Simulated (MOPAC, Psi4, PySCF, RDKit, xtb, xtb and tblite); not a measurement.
Two geometries of C5H4O2S, SMILES O=Cc1ccc(O)s1, relaxed at GFN2-xTB with one dihedral held; other torsions can differ between them too.

Structure A

```
12

O     -2.6300    -1.6407    -0.5903
C     -2.3318    -0.5631    -0.1470
C     -0.9656    -0.1325     0.1398
C      0.0263    -0.8042     0.7977
C      1.2846    -0.1796     0.7281
C      1.2644     0.9415    -0.0500
O      2.3157     1.7240    -0.3325
S     -0.3240     1.2658    -0.6801
H     -3.0874     0.2427    -0.0397
H     -0.1618    -1.7063     1.3514
H      2.1734    -0.5384     1.2111
H      2.0636     2.4615    -0.9003
```

Structure B

```
12

O     -2.6343    -1.6552    -0.5546
C     -2.3223    -0.5494    -0.1812
C     -0.9683    -0.1105     0.0455
C      0.1800    -0.8654     0.0800
C      1.3481    -0.1154     0.2532
C      1.0967     1.2302     0.3308
O      2.0204     2.1854     0.4821
S     -0.5949     1.5867     0.2039
H     -3.0805     0.2429    -0.0219
H      0.1543    -1.9364    -0.0094
H      2.3393    -0.5234     0.3149
H      1.6225     3.0637     0.5125
```

**Question.** Which is lower in energy at the level DF-MP2 (frozen core)/cc-pVTZ // GFN2-xTB run with Psi4 1.11, and by how much?

**Answer.** B is lower, by 6.76 kcal/mol (dihedral O1–C2–C3–S8: 120° in A, 165° in B).

E(B) − E(A) in kcal/mol at the other levels, on the same two geometries: GFN2-xTB (xtb and tblite) -6.06; MMFF94 // GFN2-xTB (RDKit) -6.60; PBE/def2-SVP // GFN2-xTB (Psi4) -8.62; PBE-D3(BJ)/def2-SVP // GFN2-xTB (Psi4) -8.63; HF/cc-pVTZ // GFN2-xTB (Psi4) -6.46; UFF // GFN2-xTB (RDKit) -6.73; AM1, restricted, heats of formation // GFN2-xTB (MOPAC) -3.20; PM7, restricted, heats of formation // GFN2-xTB (MOPAC) -2.06; GFN1-xTB // GFN2-xTB (xtb) -5.98; restricted B3LYP/6-31G*, spherical d, density fitting // GFN2-xTB (PySCF) -8.00; restricted Hartree-Fock/3-21G // GFN2-xTB (PySCF) -7.80; restricted MP2 (frozen core)/3-21G // GFN2-xTB (PySCF) -7.22; restricted Hartree-Fock/LANL2DZ, with its core potentials past Ne // GFN2-xTB (PySCF) -6.77.
